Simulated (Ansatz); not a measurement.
```xyz
10

O    -2.406   -1.156    0.945
B    -1.350   -0.513    0.395
O    -1.475    0.102   -0.807
Te    0.472   -0.559    1.621
Si    1.943    0.483   -0.090
H    -3.196   -1.094    0.397
H    -0.687    0.571   -1.099
H     2.880    1.429    0.563
H     1.101    1.253   -1.056
H     2.717   -0.516   -0.868
```

Charge 0, multiplicity 1. Te: def2 effective core potential.

Question: List the ωB97M-V/def2-TZVPP orbital energies in eV (the Gaussian-basis code of Ansatz). (Estimate.)

Answer: Computed: Occupied: -1807.68, -526.89, -526.75, -189.84, -174.54, -148.73, -123.40, -123.30, -123.17, -102.86, -102.83, -102.81, -46.39, -46.36, -46.23, -46.15, -46.15, -32.35, -31.45, -20.78, -19.09, -18.24, -17.39, -14.90, -14.29, -13.71, -12.60, -12.58, -12.25, -10.95, -10.15, -8.59. Lowest empty: 1.15, 1.53, 2.14, 2.51, 2.66, 2.86, 3.23, 4.04.
